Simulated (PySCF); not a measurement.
Isomers of C6H10ClNSi, mass 159.027 u with the commonest isotopes. Theory: PBE0/pcSseg-1 in PySCF (dipole) on a GFN2-xTB geometry, gas phase. One conformer each, none proved a minimum here; rigid rotors.

Question: Order these by rotational constant B, largest first.
A. `[CH2:1]=[CH:2][CH2:3][CH2:4][Si@H:5]([Cl:6])[CH2:7][C:8]#[N:9]` with C1–C2–C3–C4 117°, C2–C3–C4–Si5 -177°, C3–C4–Si5–Cl6 58°, C4–Si5–C7–C8 -55°
B. `[CH2:1]=[CH:2][SiH2:3][C@:4]([CH3:5])([Cl:6])[CH2:7][C:8]#[N:9]` with C1–C2–Si3–C4 101°, C2–Si3–C4–C5 -178°, Si3–C4–C7–C8 -63°
C. `[N:1]#[C:2][CH2:3][Si@H:4]([Cl:5])[CH2:6][CH:7]1[CH2:8][CH2:9]1` with C2–C3–Si4–Cl5 167°, C3–Si4–C6–C7 42°, Si4–C6–C7–C8 79°
D. `[CH2:1]=[N:2][C@:3]1([CH3:4])[CH:5]=[C:6]([Cl:7])[CH2:8][SiH2:9]1` with C1–N2–C3–C4 142°, N2–C3–C5–C6 -108°, C5–C6–C8–Si9 -5°, C6–C8–Si9–C3 8°, N2–C3–Si9–C8 113°
E. `[CH3:1][SiH2:2][CH2:3]/[C:4]([Cl:5])=[CH:6]/[CH2:7][C:8]#[N:9]` with C1–Si2–C3–C4 -176°, Si2–C3–C4–Cl5 -71°, C4–C6–C7–C8 -106°

Answer: B (1086 MHz), C (1042 MHz), D (817.3 MHz), A (768.9 MHz), E (484.7 MHz).

Question: Order these by rotational constant A, largest first.
A. `[CH2:1]=[N:2][C@:3]1([CH3:4])[CH:5]=[C:6]([Cl:7])[CH2:8][SiH2:9]1` with C1–N2–C3–C4 142°, N2–C3–C5–C6 -108°, C5–C6–C8–Si9 -5°, C6–C8–Si9–C3 8°, N2–C3–Si9–C8 113°
B. `[CH2:1]=[CH:2][CH2:3][CH2:4][Si@H:5]([Cl:6])[CH2:7][C:8]#[N:9]` with C1–C2–C3–C4 117°, C2–C3–C4–Si5 -177°, C3–C4–Si5–Cl6 58°, C4–Si5–C7–C8 -55°
C. `[CH3:1][SiH2:2][CH2:3]/[C:4]([Cl:5])=[CH:6]/[CH2:7][C:8]#[N:9]` with C1–Si2–C3–C4 -176°, Si2–C3–C4–Cl5 -71°, C4–C6–C7–C8 -106°
D. `[CH2:1]=[CH:2][SiH2:3][C@:4]([CH3:5])([Cl:6])[CH2:7][C:8]#[N:9]` with C1–C2–Si3–C4 101°, C2–Si3–C4–C5 -178°, Si3–C4–C7–C8 -63°
E. `[CH2:1]=[CH:2]/[CH:3]=[N:4]\[Si@H:5]([Cl:6])[CH2:7][CH:8]=[CH2:9]` with C1–C2–C3–N4 -179°, C3–N4–Si5–Cl6 -138°, N4–Si5–C7–C8 -70°, Si5–C7–C8–C9 -110°
F. `[N:1]#[C:2][CH2:3][Si@H:4]([Cl:5])[CH2:6][CH:7]1[CH2:8][CH2:9]1` with C2–C3–Si4–Cl5 167°, C3–Si4–C6–C7 42°, Si4–C6–C7–C8 79°

Answer: C (2533 MHz), A (1770 MHz), D (1192 MHz), B (1144 MHz), E (1117 MHz), F (1094 MHz).

Question: Order these by out-of-plane moment Σ m c² = (Ia + Ib − Ic)/2, smallest first.
A. `[CH2:1]=[CH:2]/[CH:3]=[N:4]\[Si@H:5]([Cl:6])[CH2:7][CH:8]=[CH2:9]` with C1–C2–C3–N4 -179°, C3–N4–Si5–Cl6 -138°, N4–Si5–C7–C8 -70°, Si5–C7–C8–C9 -110°
B. `[CH3:1][SiH2:2][CH2:3]/[C:4]([Cl:5])=[CH:6]/[CH2:7][C:8]#[N:9]` with C1–Si2–C3–C4 -176°, Si2–C3–C4–Cl5 -71°, C4–C6–C7–C8 -106°
C. `[N:1]#[C:2][CH2:3][Si@H:4]([Cl:5])[CH2:6][CH:7]1[CH2:8][CH2:9]1` with C2–C3–Si4–Cl5 167°, C3–Si4–C6–C7 42°, Si4–C6–C7–C8 79°
D. `[CH2:1]=[CH:2][SiH2:3][C@:4]([CH3:5])([Cl:6])[CH2:7][C:8]#[N:9]` with C1–C2–Si3–C4 101°, C2–Si3–C4–C5 -178°, Si3–C4–C7–C8 -63°
E. `[CH2:1]=[N:2][C@:3]1([CH3:4])[CH:5]=[C:6]([Cl:7])[CH2:8][SiH2:9]1` with C1–N2–C3–C4 142°, N2–C3–C5–C6 -108°, C5–C6–C8–Si9 -5°, C6–C8–Si9–C3 8°, N2–C3–Si9–C8 113°
F. `[CH2:1]=[CH:2][CH2:3][CH2:4][Si@H:5]([Cl:6])[CH2:7][C:8]#[N:9]` with C1–C2–C3–C4 117°, C2–C3–C4–Si5 -177°, C3–C4–Si5–Cl6 58°, C4–Si5–C7–C8 -55°

Answer: A (39.37 u·Å²), F (43.89 u·Å²), B (47.77 u·Å²), C (64.04 u·Å²), D (101.90 u·Å²), E (105.42 u·Å²).

| SMILES | point group | Ia (u·Å²) | Ib (u·Å²) | Ic (u·Å²) | κ | μa (D) | μb (D) | μc (D) |
| --- | --- | --- | --- | --- | --- | --- | --- | --- |
| C=C[SiH2][C@](C)(Cl)CC#N | C1 | 424.05 | 465.29 | 685.54 | 0.54 | 1.04 | 1.40 | 0.45 |
| C=N[C@]1(C)C=C(Cl)C[SiH2]1 | C1 | 285.60 | 618.35 | 693.10 | -0.83 | 0.22 | 0.67 | 0.47 |
| N#CC[Si@H](Cl)CC1CC1 | C1 | 461.95 | 485.04 | 818.91 | 0.78 | 1.75 | 1.55 | 0.25 |
| C[SiH2]C/C(Cl)=C/CC#N | C1 | 199.49 | 1042.65 | 1146.61 | -0.96 | 4.33 | 0.80 | 1.79 |
| C=C/C=N\[Si@H](Cl)CC=C | C1 | 452.40 | 619.67 | 993.33 | 0.01 | 3.41 | 1.30 | 0.62 |
| C=CCC[Si@H](Cl)CC#N | C1 | 441.90 | 657.32 | 1011.44 | -0.16 | 0.80 | 2.24 | 0.37 |
